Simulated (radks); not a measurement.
Spin polarisation of the 4d4 shell in the molybdenum ion Mo2+. Start: [Kr] 4d(up 2, down 2); electrons of 4d are moved from spin down to spin up, other shells keep equal spins. Calculated with a radial shooting solver on a logarithmic mesh with Libxc functionals: scalar-relativistic Kohn-Sham, LDA (Slater exchange, Perdew-Wang correlation), spin-polarised, spherical densities, finite nucleus; Fermi nuclear charge, rms radius of each element as measured or else 0.836 A^(1/3) + 0.57 fm.

| moment (Bohr magnetons) | E - E(0) (eV) | e(4d up) (eV) | e(4d down) (eV) | 4p down minus up (eV) | 4s down minus up (eV) |
|---|---|---|---|---|---|
| 0 | 0.000 | -21.057 | -21.057 | 0.000 | 0.000 |
| 1 | -0.160 | -21.357 | -20.716 | 0.625 | 0.583 |
| 2 | -0.642 | -21.618 | -20.327 | 1.254 | 1.168 |
| 3 | -1.453 | -21.841 | -19.886 | 1.889 | 1.757 |
| 4 | -2.600 | -22.026 | -19.383 | 2.533 | 2.351 |

At moment 4 the spin-polarisation energy is -2.600 eV and the 4d exchange splitting 2.643 eV, that is 0.661 eV per Bohr magneton; E = -I m^2/4 would give I = 0.650 eV.
